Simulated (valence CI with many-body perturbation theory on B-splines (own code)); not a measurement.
Cd XXXVI: calculated level list

Calculated by configuration interaction combined with many-body perturbation theory (CI+MBPT): three valence electrons over a frozen Dirac-Fock core [Ne], radial functions for each j: 11 s, 11 p, 10 d, 8 f, 5 g, 2 h, with the one-electron correlation potential Σ1 (screened to all orders), the two-electron term Σ2, the three-electron term Σ3, Breit, model QED; selected single and double excitations, second order for the rest, scaled by the run's own slope (own B-spline code, finite nucleus).

The last digits are not significant, and no measured levels were compared; by estimate large intervals hold to a few tenths of a per cent, small ones and those within an open d or f shell to about a per cent.

Levels 1 to 45 of 154, with energies above the lowest level, (3s^2 3p1/2) J=1/2. "Leading %" is the weight of the configuration and term that name the level; weights of strongly mixed levels are sums over their largest components and can fall short. In the jj column 3d3/2^4 stands for four electrons in 3d with j = 3/2.

| No. | Configuration | Term | J | E (eV) | Leading % | Leading jj | g |
| --- | --- | --- | --- | --- | --- | --- | --- |
| 1 | 3s2 3p | 2P° | 1/2 | 0.00 | 99 | 3s^2 3p1/2 (99 %) | 0.659 |
| 2 | 3s2 3p | 2P° | 3/2 | 47.54 | 98 | 3s^2 3p3/2 (98 %) | 1.329 |
| 3 | 3s 3p2 | 4P | 1/2 | 83.78 | 74 | 3s 3p1/2^2 (90 %) | 2.402 |
| 4 | 3s 3p2 | 4P | 3/2 | 117.92 | 94 | 3s 3p1/2 3p3/2 (98 %) | 1.686 |
| 5 | 3s 3p2 | 4P | 5/2 | 127.01 | 53 | 3s 3p1/2 3p3/2 (92 %) | 1.408 |
| 6 | 3s 3p2 | 2D | 3/2 | 140.43 | 68 | 3s 3p1/2 3p3/2 (81 %) | 0.902 |
| 7 | 3s 3p2 | 2P | 1/2 | 149.01 | 71 | 3s 3p1/2 3p3/2 (86 %) | 1.151 |
| 8 | 3s 3p2 | 4P | 5/2 | 168.33 | 42 | 3s 3p3/2^2 (76 %) | 1.364 |
| 9 | 3s2 3d | 2D | 3/2 | 180.07 | 78 | 3s^2 3d3/2 (78 %) | 0.890 |
| 10 | 3s2 3d | 2D | 5/2 | 194.80 | 73 | 3s^2 3d5/2 (73 %) | 1.215 |
| 11 | 3s 3p2 | 2S | 1/2 | 196.92 | 69 | 3s 3p3/2^2 (94 %) | 1.769 |
| 12 | 3s 3p2 | 2P | 3/2 | 201.90 | 64 | 3s 3p3/2^2 (87 %) | 1.171 |
| 13 | 3p3 | 2P° | 3/2 | 228.03 | 33 | 3p1/2^2 3p3/2 (80 %) | 1.244 |
| 14 | 3s 3p 3d | 4F° | 3/2 | 241.39 | 82 | 3s 3p1/2 3d3/2 (91 %) | 0.519 |
| 15 | 3s 3p 3d | 4F° | 5/2 | 246.48 | 56 | 3s 3p1/2 3d3/2 (83 %) | 1.070 |
| 16 | 3s 3p 3d | 2D° | 5/2 | 258.18 | 21 | 3s 3p1/2 3d5/2 (76 %) | 1.245 |
| 17 | 3s 3p 3d | 4D° | 1/2 | 261.81 | 75 | 3s 3p1/2 3d3/2 (90 %) | 0.315 |
| 18 | 3s 3p 3d | 4D° | 3/2 | 261.97 | 51 | 3s 3p1/2 3d3/2 (70 %) | 1.340 |
| 19 | 3p3 | 4S° | 3/2 | 262.89 | 47 | 3p1/2 3p3/2^2 (60 %) | 1.391 |
| 20 | 3s 3p 3d | 4F° | 7/2 | 263.21 | 68 | 3s 3p1/2 3d5/2 (84 %) | 1.259 |
| 21 | 3s 3p 3d | 4P° | 5/2 | 267.06 | 33 | 3s 3p1/2 3d5/2 (69 %) | 1.320 |
| 22 | 3s 3p 3d | 2F° | 5/2 | 282.73 | 66 | 3s 3p1/2 3d5/2 (39 %) | 0.971 |
| 23 | 3p3 | 2P° | 1/2 | 284.09 | 83 | 3p1/2 3p3/2^2 (83 %) | 0.661 |
| 24 | 3p3 | 2D° | 3/2 | 290.00 | 29 | 3p1/2 3p3/2^2 (34 %) | 1.041 |
| 25 | 3s 3p 3d | 4F° | 9/2 | 296.67 | 100 | 3s 3p3/2 3d5/2 (100 %) | 1.329 |
| 26 | 3s 3p 3d | 4D° | 5/2 | 298.45 | 58 | 3s 3p3/2 3d3/2 (83 %) | 1.307 |
| 27 | 3s 3p 3d | 4P° | 3/2 | 298.56 | 45 | 3s 3p3/2 3d3/2 (94 %) | 1.416 |
| 28 | 3s 3p 3d | 4P° | 1/2 | 299.05 | 89 | 3s 3p3/2 3d3/2 (97 %) | 2.375 |
| 29 | 3s 3p 3d | 4D° | 7/2 | 299.53 | 64 | 3s 3p3/2 3d3/2 (54 %) | 1.348 |
| 30 | 3s 3p 3d | 2P° | 3/2 | 308.23 | 28 | 3s 3p3/2 3d5/2 (72 %) | 1.284 |
| 31 | 3s 3p 3d | 2D° | 5/2 | 311.22 | 48 | 3s 3p3/2 3d5/2 (92 %) | 1.315 |
| 32 | 3s 3p 3d | 2D° | 3/2 | 317.35 | 60 | 3s 3p3/2 3d3/2 (63 %) | 1.027 |
| 33 | 3s 3p 3d | 2F° | 7/2 | 320.63 | 95 | 3s 3p3/2 3d5/2 (70 %) | 1.150 |
| 34 | 3s 3p 3d | 2F° | 5/2 | 328.45 | 79 | 3s 3p3/2 3d3/2 (87 %) | 0.919 |
| 35 | 3s 3p 3d | 2P° | 1/2 | 329.63 | 82 | 3s 3p3/2 3d3/2 (60 %) | 0.623 |
| 36 | 3s 3p 3d | 2F° | 7/2 | 330.59 | 83 | 3s 3p3/2 3d5/2 (82 %) | 1.178 |
| 37 | 3s 3p 3d | 2P° | 1/2 | 336.99 | 84 | 3s 3p3/2 3d5/2 (58 %) | 0.667 |
| 38 | 3s 3p 3d | 2P° | 3/2 | 341.49 | 84 | 3s 3p3/2 3d5/2 (91 %) | 1.296 |
| 39 | 3s 3p 3d | 2D° | 5/2 | 342.89 | 67 | 3s 3p3/2 3d5/2 (84 %) | 1.130 |
| 40 | 3p2 3d | 4F | 3/2 | 348.82 | 46 | 3p1/2^2 3d3/2 (95 %) | 0.729 |
| 41 | 3p3 | 2P° | 3/2 | 350.54 | 29 | 3p3/2^3 (52 %) | 1.133 |
| 42 | 3p2 3d | 4F | 5/2 | 364.00 | 30 | 3p1/2^2 3d5/2 (86 %) | 1.179 |
| 43 | 3p2 3d | 2F | 5/2 | 382.49 | 58 | 3p1/2 3p3/2 3d3/2 (88 %) | 0.919 |
| 44 | 3p2 3d | 2P | 3/2 | 387.30 | 36 | 3p1/2 3p3/2 3d3/2 (93 %) | 0.972 |
| 45 | 3p2 3d | 2F | 7/2 | 388.74 | 39 | 3p1/2 3p3/2 3d3/2 (79 %) | 1.098 |

Where two levels of one J and parity lie close, their mixing, g and order are uncertain.

The ionisation energy to 3s2 1S_0 of the next ion comes out as 2272.6 eV (NIST: 2250 ± 10 eV (semi-empirical), further off than twice its uncertainty). All 154 levels together are meant to be complete up to 1111.93 eV.
